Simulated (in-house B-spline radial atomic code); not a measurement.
Results of a calculation; reference values are marked as such.
**Softness against transferability: the 4p channel of Te**

Te, [Kr] 4d10 5s2 5p4, non-relativistic LDA (VWN5), spherical and spin-unpolarised, from an all-electron radial atomic-structure program (B-spline basis) (atomic units). The all-electron 4p level is ε = -4.100086 hartree, its outermost node lies just inside 0.40 bohr and its outer maximum at 0.74 bohr.

Troullier-Martins pseudo-orbitals are made for several radii. The cutoffs (hartree) are the plane-wave energies beyond which the orbital holds less than the named kinetic energy per electron. The phase error is the difference, pseudo minus all-electron, of arctan(R P'/P) at R = 1.34 bohr for all radii, half a hartree below and above the level.

```
r_c (bohr)  V_l(0) (hartree)  cutoff for 10 mEh  for 1 mEh  for 0.1 mEh  phase error at ε − 0.5 (mrad)  at ε + 0.5 (mrad)
      0.56           -163.61                444      > 450        > 450                          -13.5               -2.1
      0.65            -56.92                136        324        > 450                           -4.3               -0.6
      0.74            -12.10               81.9        163          273                           -2.5               -0.3
      0.84             -1.93               51.6        104          133                           -2.0               -0.2
      0.94             -4.04               48.8       96.9          123                           -2.4               -0.3
      1.04             -7.23               42.7       79.4          103                           -4.1               -0.5
```

Question: Which radius needs the lowest cutoff for 1 mEh while both phase errors stay within 4.2 mrad?

Answer: The radii within that limit are 0.74, 0.84, 0.94, 1.04 bohr; of these r_c = 1.04 needs the least, 79.4 hartree, that is 159 Ry or 2161 eV.
